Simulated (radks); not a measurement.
Question: Radial electron density D(r) = 4 pi r^2 rho(r) of an atom or ion with 44 electrons. All-electron calculation, Dirac Kohn-Sham, PBE, spin-unpolarised, spherical densities, point nucleus. Program: a radial shooting solver on a logarithmic mesh with Libxc functionals.

```
   r/bohr * D(r) (the largest magnitude, 74.5, reaches the edge; | marks zero)
 0.002064 |  *
 0.002688 |    *
   0.0035 |       *
 0.004557 |          *
 0.005934 |                *
 0.007726 |                      *
  0.01006 |                             *
   0.0131 |                                     *
  0.01706 |                                          *
  0.02221 |                                            *
  0.02892 |                                          *
  0.03736 |                                      *
  0.04865 |                                      *
  0.06335 |                                            *
  0.08249 |                                                     *
   0.1074 |                                                      *
   0.1399 |                                            *
   0.1821 |                                     *
   0.2371 |                                         *
   0.3088 |                                           *
   0.4021 |                               *
   0.5236 |               *
   0.6817 |           *
   0.8806 |             *
    1.147 |         *
    1.493 |    *
    1.944 | *
    2.532 *
    3.297 *
    4.293 *
```

What is the nuclear charge?

Answer: Z = 47. The innermost maximum, from 1s, lies near gamma/Z bohr with gamma = sqrt(1 - (Z/c)^2) = 0.939, here 0.02 bohr (found: 0.0219), and its height grows with Z. The density is that of the silver ion Ag3+ in [Kr] 4d8; the configuration itself is not fixed sharply by these data, and Z only to a few units. D(r) has 4 maxima, at r = 0.0219, 0.0960, 0.290, 0.860 bohr, and minima at 0.0435, 0.188, 0.650 bohr, inside which lie 2.05, 11.16, 29.06 electrons.
